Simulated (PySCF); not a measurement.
How methods differ on the excitation energy of P²⁺

P²⁺ [Ne] 3s2 3p1 (2P) → P²⁺ [Ne] 3s1 3p2 (4P), as a difference of total energies. All numbers are calculated (PySCF 2.14, scalar relativity by spin-free X2C-1e, in aug-cc-pCVTZ-DK (8s7p5d3f, 75 functions)). Correlated levels: valence and next inner shell: 1s2 frozen. The calculations carry no spin-orbit coupling.

| method | excitation energy (eV) |
| --- | --- |
| UHF | 5.521 |
| MP2 (valence and next inner shell) | 6.695 |
| SCS-MP2 (valence and next inner shell) | 7.025 |
| CCSD (valence and next inner shell) | 6.954 |
| CCSD(T) (valence and next inner shell) | 7.011 |

Problem. How much does correlation contribute at CCSD(T) (valence and next inner shell)?

Solution. 7.011 − (5.521) = 1.490 eV, measured against UHF.

A first-order spin-orbit estimate (lowest level to lowest level, LS coupling) adds 0.005 eV.
